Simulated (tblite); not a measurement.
C₄H₁₂B₃N₃.
Geometry (GFN2-xTB, Å), atoms numbered from 1 in this order:
```
atom  x, y, z in Å
B1     3.2233    0.5030    0.2590
N2     2.8406   -0.3689   -0.7870
B3     1.4932   -0.7085   -1.0597
N4     0.4670   -0.1523   -0.2475
C5    -0.9131   -0.4936   -0.5170
C6    -1.7650   -1.0303    0.6553
C7    -2.8687   -0.0212    0.3049
C8    -1.9223    0.6634   -0.6928
B9     0.8023    0.7319    0.8200
N10    2.1695    1.0321    1.0410
H11    4.3476    0.7715    0.4661
H12    3.5587   -0.7704   -1.3700
H13    1.2330   -1.4380   -1.9450
H14   -0.9418   -1.1749   -1.3706
H15   -1.2995   -0.8450    1.6197
H16   -2.0423   -2.0805    0.5892
H17   -3.7321   -0.4809   -0.1721
H18   -3.2119    0.6016    1.1281
H19   -2.3074    0.7972   -1.7019
H20   -1.5285    1.6102   -0.3335
H21   -0.0124    1.2135    1.5164
H22    2.3993    1.6593    1.7967
```

All values are computed: GFN2-xTB (tblite) harmonic vibrations without scaling, gas phase. Errors from tens to a few hundred cm⁻¹ against measured bands are possible. Modes of hydrogen on boron can be 10 to 20 % off. One conformer, not necessarily the lowest.

Harmonic wavenumbers (cm⁻¹): 54.6, 67.3, 111.9, 238.3, 251.5, 285.7, 339.3, 416.1, 458.8, 499.3, 505.7, 643.4, 676.4, 711.3, 757.2, 789.4, 807.1, 811.7, 817.9, 821.8, 887.1, 953.2, 963.7, 983.6, 986.6, 1039.5, 1042.4, 1047.4, 1065.4, 1088.2, 1101.8, 1157.1, 1185.9, 1188.2, 1205.2, 1214.8, 1237.1, 1240.9, 1254.6, 1259.5, 1281.1, 1331.0, 1340.8, 1400.9, 1415.1, 1468.7, 1469.1, 1492.0, 2570.0, 2580.6, 2592.8, 2945.6, 2995.4, 3002.7, 3010.7, 3017.1, 3032.8, 3036.2, 3461.5, 3464.0.

A = 3431, B = 807.1, C = 729.0 MHz; mass 135.131 u (most abundant isotopes); point group Cs, symmetry number 1.

Problem. Zero-point energy?

Solution. ½Σν̃ = 39538 cm⁻¹ = 472.98 kJ/mol.

Problem. Give the ideal-gas entropy at 298.15 K and 1 bar in the rigid-rotor, harmonic-oscillator model (classical rotation).

Solution. Translation 170.04, rotation 123.24, vibration 105.00: S = 398.3 J/(mol K).

Problem. And Cp and H(298.15 K) − H(0)?

Solution. Cp = 163.73 J/(mol K), of which vibrations give 130.47 (their classical limit is 60 R = 498.9); H(298.15 K) − H(0) = 27.16 kJ/mol without the zero-point energy, 17.25 from vibrations.

Problem. Which modes carry the vibrational entropy at 298.15 K?

Solution. 54.6 cm⁻¹: 19.43; 67.3 cm⁻¹: 17.70; 111.9 cm⁻¹: 13.54; 238.3 cm⁻¹: 7.60; 251.5 cm⁻¹: 7.20; 285.7 cm⁻¹: 6.27 J/(mol K); the other 54 give 33.27 together.

Problem. Blend soft modes into free rotors: weight 1/[1 + (100 cm⁻¹/ν̃)⁴] for the oscillator and the rest for a rotor with moment μB/(μ + B), μ = h/(8π²ν), B = 10⁻⁴⁴ kg m². What vibrational entropy results?

Solution. 96.33 J/(mol K) in place of 105.00, which changes −T·S at 298.15 K by +2.59 kJ/mol.

Problem. What must be added to the electronic energy to get the Gibbs energy at 298.15 K and 1 bar?

Solution. ZPE + [H(298.15 K) − H(0)] − T·S = 472.98 + 27.16 − 118.75 = 381.39 kJ/mol.

Problem. How do the functions run with temperature in this model?

Solution. 
| T (K) | S (J/(mol K)) | Cp (J/(mol K)) | H − H(0) (kJ/mol) | G − H(0) (kJ/mol) | ln q(vib) |
| --- | --- | --- | --- | --- | --- |
| 100 | 285.3 | 68.1 | 5.00 | -23.53 | 1.40 |
| 200 | 344.6 | 110.0 | 13.79 | -55.13 | 3.48 |
| 300 | 399.3 | 164.8 | 27.47 | -92.33 | 5.72 |
| 500 | 508.8 | 267.4 | 71.22 | -183.19 | 10.72 |
| 800 | 657.1 | 361.5 | 166.99 | -358.72 | 18.71 |
| 1000 | 742.2 | 400.3 | 243.39 | -498.82 | 23.88 |

q(vib) and H(0) count from the zero-point level.

Hindered rotation and anharmonicity are outside this model. Other conformers, if any are populated, would add a mixing term that is left out.
